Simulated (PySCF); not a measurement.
**Identify the compound**

Molecular formula: C3H10N2OSi2. Simulated spectra:

1H NMR (400 MHz, computed): δ 8.97 (m, 1H), 8.82 (m, 1H), 8.68 (m, 1H), 8.54 (m, 1H), 5.51 (m, 1H), 5.27 (m, 1H), 5.13 (m, 1H), 3.77 (s, 3H).

13C{1H} NMR (computed): δ 173.4 (CH2), 170.6 (CH2), 52.8 (CH3).

Equivalent nuclei averaged, gas phase, one computed conformer, non-relativistic. NMR shieldings at PBE0/pcSseg-1/GIAO; structure optimised with GFN2-xTB; PySCF.

References, each an isolated molecule treated in the same way: 1H and 13C vs TMS.

Question: Propose a structure and justify it.

Answer: 
1. The formula gives 2 degrees of unsaturation (no ring in the answer).
2. 3 carbon signals for 3 carbons: no two carbons are equivalent.
3. Carbon types of the structure: 2 × CH2, 1 × CH3, leaving 3 H on heteroatoms.
4. δC 173.4, 170.6: C=N carbon.
5. δC 52.8: methyl carbon bonded to O; deshielded by the electronegative neighbour.
6. δH 8.97, 8.82, 8.68, 8.54: hydrogen on a C=N carbon.
7. δH 5.51: hydrogen on a silicon bonded to N, O, Si.
8. δH 5.27, 5.13: hydrogen on a silicon bonded to N, Si.
9. δH 3.77: hydrogen on a methyl carbon bonded to O; its carbon carries O, which withdraws density.

These data were computed for `C=N[SiH2][Si@H](N=C)OC`.

This is the structure that produced the data.

Shifts are as computed. Against solution values, carbons near 30 ppm lie about +3 ppm off and those near 130 ppm about +5 ppm. Of 1211 compounds with measured shifts, 218 miss one by over three times the rms of a fit or turn the order of signals round; such compounds aren't used in these exercises. Multiplicities follow the n + 1 count of equivalent neighbours, as no J values were calculated; m marks all less simple cases, F and P coupling included.
